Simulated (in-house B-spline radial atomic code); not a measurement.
The outermost shell (largest non-relativistic mean radius) with and without relativity; Dirac values are averaged over j. Computed with a radial B-spline atomic code at the basis-set limit: non-relativistic Hartree-Fock and Dirac-Hartree-Fock, averages of the configuration (point nuclei without relativity, finite nuclei with it).

```csv
ion,configuration,outermost shell,radius non-relativistic (bohr),radius Dirac (bohr),radius change (%),level non-relativistic (eV),level Dirac (eV),spin-orbit splitting (eV)
I2+,[Kr] 4d10 5s2 5p3,5p,2.2511,2.2259,-1.1199,-28.759,-28.928,1.3082
Xe2+,[Kr] 4d10 5s2 5p4,5p,2.1285,2.1041,-1.1469,-31.127,-31.321,1.6035
Cs2+,[Kr] 4d10 5s2 5p5,5p,2.021,1.9971,-1.1785,-33.530,-33.753,1.9342
Ba2+,[Kr] 4d10 5s2 5p6,5p,1.9262,1.9028,-1.2135,-35.971,-36.227,2.303
La2+,[Xe] 5d1,5d,2.5602,2.6225,2.4346,-18.930,-18.317,0.16692
Ce2+,[Xe] 4f2,5p,1.8384,1.8054,-1.7908,-37.918,-38.577,2.7761
Pr2+,[Xe] 4f3,5p,1.8013,1.7654,-1.9945,-38.755,-39.552,3.0166
Nd2+,[Xe] 4f4,5p,1.7673,1.7287,-2.182,-39.541,-40.466,3.265
Pm2+,[Xe] 4f5,5p,1.7357,1.6947,-2.3615,-40.288,-41.338,3.5231
Sm2+,[Xe] 4f6,5p,1.706,1.6627,-2.5373,-41.006,-42.182,3.7923
Eu2+,[Xe] 4f7,5p,1.6781,1.6326,-2.712,-41.700,-43.005,4.0739
Gd2+,[Xe] 4f7 5d1,5d,2.339,2.3957,2.4236,-19.837,-19.163,0.23529
Tb2+,[Xe] 4f9,5p,1.6264,1.5766,-3.0638,-43.033,-44.609,4.6777
```
